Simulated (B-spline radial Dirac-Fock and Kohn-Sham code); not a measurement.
Cs 3d5/2: cross section and angular parameters

System: the Cs atom, [Xe] 6s1; threshold 726.6 eV (tabulated edge). Method: Dirac-Hartree-Slater photoionisation with a Latter tail; cross sections with all multipoles, angular parameters from the dipole term and its interference with E2. Computed with a radial B-spline solver.

For linearly polarised light dσ/dΩ = σ/(4π) [1 + β P₂(cos θ) + (δ + γ cos²θ) sin θ cos φ], with θ from the polarisation vector and φ the angle between the beam and the projection of the electron momentum on the plane normal to the polarisation.

```
hν (eV)  σ (kb)      β       γ      δ
    957     962  0.711  -0.102  0.003
    999     871  0.782  -0.104  0.007
   1040     794  0.842  -0.102  0.010
   1170     597  0.981  -0.077  0.021
   1360     406  1.099  -0.014  0.032
   2180     107  1.224   0.303  0.064
   2390    81.4  1.222   0.377  0.071
   2630    60.8  1.214   0.457  0.078
 2984.4    41.0  1.195   0.566  0.089
   4000    15.9  1.123   0.817  0.120
   4410    11.5  1.092   0.900  0.132
   4680    9.38  1.073   0.951  0.141
   4780       ?      ?       ?      ?
 5414.7    5.69  1.021   1.074  0.163
 8047.8    1.39  0.870   1.389  0.244
  12800   0.242  0.688   1.715  0.382
  15000   0.131  0.627   1.807  0.441
```

**Question.** Give the values at 4780 eV.

**Answer.** σ = 8.73 kb, β = 1.065, γ = 0.969, δ = 0.144.
